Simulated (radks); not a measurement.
Question: The mean radii <r> (bohr) of the occupied orbitals of an atom or ion are listed with their occupations. Method: Dirac Kohn-Sham, PBE, spin-unpolarised, spherical densities, point nucleus; computed with a radial shooting solver on a logarithmic mesh with Libxc functionals.

| orbital | occ. | <r> |
|---|---|---|
| 1s1/2 | 2 | 0.02362 |
| 2s1/2 | 2 | 0.09993 |
| 2p1/2 | 2 | 0.08372 |
| 2p3/2 | 4 | 0.09003 |
| 3s1/2 | 1 | 0.2532 |
| 3p1/2 | 2 | 0.2414 |
| 3p3/2 | 4 | 0.2519 |
| 3d3/2 | 4 | 0.2208 |
| 3d5/2 | 2 | 0.2240 |

Name the element and its charge. Open shells, if any, fill j = l - 1/2 first.

Answer: Z = 60, neodymium, charge +37: Nd37+ in [Ne] 3s1 3p6 3d6. The 1s radius gives Z: for a bare nucleus <r> = (2 gamma + 1)/(2Z) with gamma = sqrt(1 - (Z/c)^2), 0.02332 bohr for Z = 60, and screening makes it slightly larger (0.02362 here). The occupations add up to 23, and the charge is Z minus that.
